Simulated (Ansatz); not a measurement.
Single points on the cluster PdAu₂⁺.

```yaml
crystal:
  periodic: [false, false, false]
  atoms:
    - {symbol: Pd, position_ang: [-1.137588, 0.093029, -1.017891]}
    - {symbol: Au, position_ang: [1.474943, -0.092067, -0.414952]}
    - {symbol: Au, position_ang: [-0.337356, -0.000952, 1.432843]}
basis:
  gaussian: {orbitals: def2-TZVP, initial_orbitals: start.molden}
total_charge: 1
magnetization: {spin_polarized: true, initial_magnetization: 1}
hamiltonian: {xc: pbe0, dispersion: d4}
scf: {omitted_lower_state_checks: [starts]}
output: {orbitals: {seedname: orbitals}}
```

The file start.molden holds the orbitals of an earlier run on this structure, at another level or in another basis.

```sh
$ ansatz run in.yaml --threads 4 --pin off --events-out ev --progress --plain --max-ram 3916MiB
```

It prints (some lines left out):

```
Functional definition: PBE0
1142 factors; integrals over basis functions are off by at most 1.6e-4 eV
mean field evaluation 1: about -10860.0940 eV, gradient 5.8e0 eV
mean field evaluation 2: about -10860.3494 eV, gradient 4.0e-1 eV
mean field evaluation 4: about -10860.4947 eV, gradient 3.2e-1 eV
mean field evaluation 8: about -10860.4986 eV, gradient 2.3e-2 eV
mean field evaluation 16: about -10860.4987 eV, gradient 1.2e-5 eV
mean field -10860.49867135 eV, -399.1159646617 hartree, gradient 5.5e-6 eV, S^2 0.754048; 0 other end points of the search recorded, 0 dependent functions left out
reference -10860.49870857 eV, -399.1159660295 hartree; 28, 27 occupied and 92, 93 virtual orbitals, 1142 factors
Total energy: -10860.60219078 eV, -399.1197689305 hartree
Checks for a lower state left out: starts
```

Hardware: 4 threads of Arm Neoverse N1 on a shared host. Wall time 12 s.

First input, but with `hamiltonian: {xc: pbe, dispersion: d4}` (abridged; 5.5 s):

```
Functional definition: PBE
mean field evaluation 16: about -10863.8120 eV, gradient 1.8e-6 eV
mean field -10863.81200503 eV, -399.2377274287 hartree, gradient 1.8e-6 eV, S^2 0.752555
Total energy: -10863.93438354 eV, -399.2422247560 hartree
Checks for a lower state left out: starts
```

Geometry: PBE-D4/def2-TZVP.

In the def2 sets Au, Pd take a core potential; there is no spin–orbit coupling. At PBE-D4/def2-TZVP the gap within one spin of the relaxed charge 1 doublet nearly closes, so an electron or hole may be smeared out by delocalisation error. The structure comes from a short search, and lower isomers may exist.
